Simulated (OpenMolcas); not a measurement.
A calculation on Sb I.

| Item | Value |
| --- | --- |
| Program | OpenMolcas |
| Method | XMS-RASPT2, IPEA 0.25 Eh, imaginary shift 0.1 Eh (closed shells correlated: 4d) |
| Basis | ANO-RCC-VTZP [7s6p4d2f1g] |
| Scalar Hamiltonian | DKH2, point nucleus |
| Active space | 5 electrons in 9 orbitals (RAS2 5s 5p; RAS3 5d, at most 2 electrons) |
| State averaging | 2S+1 = 4 odd, 1 root; 2S+1 = 2 odd, 8 roots; 2S+1 = 4 even, 3 roots; 2S+1 = 2 even, 5 roots (0 in the spin-orbit step) |
| Spin-orbit coupling | RASSI with atomic mean-field integrals over the reference wave functions, term energies averaged over their components |

**Question.** Which level of the active space comes out lowest?

**Answer.** 5s2 5p3 4S* 3/2, with 97 % of that term; it is also the measured ground level.

**Question.** How high does 5s2 5p3 2D* 5/2 lie?

**Answer.** 10820 cm-1 above the lowest level; measured 9854 cm-1 above the ground level, so the calculation is off by +10 %.

**Question.** How high does 5s2 5p3 2P* 1/2 lie?

**Answer.** 17860 cm-1 above the lowest level; measured 16395 cm-1 above the ground level, so the calculation is off by +9 %.

**Question.** How high does 5s2 5p3 2P* 3/2 lie?

**Answer.** 19270 cm-1 above the lowest level; measured 18464 cm-1 above the ground level, so the calculation is off by +4 %.

Measured values: NIST Handbook of Basic Atomic Spectroscopic Data.

CASPT2 breaks the degeneracy within a term, and the mean is taken; among the terms shown or strongly mixed into the levels shown the widest spread is 54 cm-1 (5s2 5p3 2D*). Some high roots are left out of the spin-orbit mixing, which shifts the levels that they would mix with. Active for correlation alone: 5d; no level in the range computed is led by a configuration that fills it, so any true level of that kind is missing. Computed and measured levels are paired by configuration, term and J; levels that our copy of the source lacks, or whose pairing is in doubt (as where it misses far off the trend of its configuration), stay unpaired and out of the deviations. Levels of configurations outside the active space are missing.

* marks odd parity.
